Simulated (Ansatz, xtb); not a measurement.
Relaxing a trial structure of C2H2Al2F

The starting geometry of this gas-phase doublet was built from a drawn formula by distance geometry and a force field; its bonds are those of `C#[C][Al]([F])[AlH]`.

```xyz
7

C     1.9625    1.6552    0.3784
C     0.9588    1.1203   -0.0317
Al   -0.6882    0.2545   -0.6079
Al   -1.7815    1.0074   -2.7195
F    -1.4377   -1.0975    0.3754
H     2.8480    2.1012    0.6561
H    -3.1646    0.2774   -3.2062
```

Predict what becomes of its bonds when it is optimised with r2SCAN-D4/def2-SVP.

It keeps its bonds, and is `C#[C][Al]([F])[AlH]`.

The energy falls by 0.59 eV over 20 steps:

| step | E − E(last) (eV) |
| --- | --- |
| 1 | 0.594 |
| 3 | 0.166 |
| 5 | 0.158 |
| 7 | 0.157 |
| 9 | 0.130 |
| 12 | 0.025 |
| 14 | 0.006 |
| 16 | 0.002 |
| 18 | 0.000 |
| 20 | 0.000 |

Final geometry (Å):

```xyz
7

C     1.9190    1.5964    0.1936
C     0.8610    1.0003    0.0205
Al   -0.7889    0.1301   -0.3985
Al   -2.3216    0.9753   -2.2455
F    -1.3630   -1.0074    0.6871
H     2.8487    2.1138    0.3598
H    -2.4578    0.5100   -3.7724
```

From the same start GFN2-xTB ends elsewhere, at `C#[C][AlH][Al][F]`.

No frequencies were run, so the end isn't proven a minimum. Open shells are spin-unrestricted. Run with Ansatz 0.2.0, 2.1 min on 2 threads of Intel(R) Xeon(R) Processor @ 2.70GHz, on a shared host.
